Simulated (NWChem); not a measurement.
Species: C₃H₈NO cation; SMILES CN(C)C=[OH+]

```xyz
13

C     -1.4469     0.4610     0.0043
N      0.0208     0.3874     0.0018
C      0.7516     1.6614     0.0001
C      0.6637    -0.7499     0.0004
O      0.0121    -1.8832     0.0015
H     -1.7745     1.0157     0.9055
H     -1.8830    -0.5515     0.0073
H     -1.7781     1.0133    -0.8970
H      1.8417     1.4822    -0.0062
H      0.4766     2.2392     0.9042
H      0.4670     2.2421    -0.8990
H      1.7691    -0.7351    -0.0016
H      0.6156    -2.6562     0.0007
```
Atoms are numbered in this order, from 1.

Structure relaxed at the PBE-D3(BJ)/def2-SVP level. Not confirmed as a minimum by frequencies.

 Unshifted, non-relativistic core excitations; the lowest 4 roots alone, so stronger bands may lie above.

**Question.** List the first O K-edge excitations from PBE0/6-311G** (spherical d), restricted-window TDA (NWChem).

**Answer.** 
| state | energy (eV) | dipole oscillator strength | leading excitation (squared amplitude) |
|---|---|---|---|
| S1 | 521.3 | 0.0175 | 1s of atom 5 or its equivalents → LUMO (1.00) |
| S2 | 523.6 | 0.0140 | 1s of atom 5 or its equivalents → LUMO+1 (0.92) |
| S3 | 525.7 | 0.0057 | 1s of atom 5 or its equivalents → LUMO+2 (0.71) |
| S4 | 526.4 | 0.0021 | 1s of atom 5 or its equivalents → LUMO+3 (0.74) |
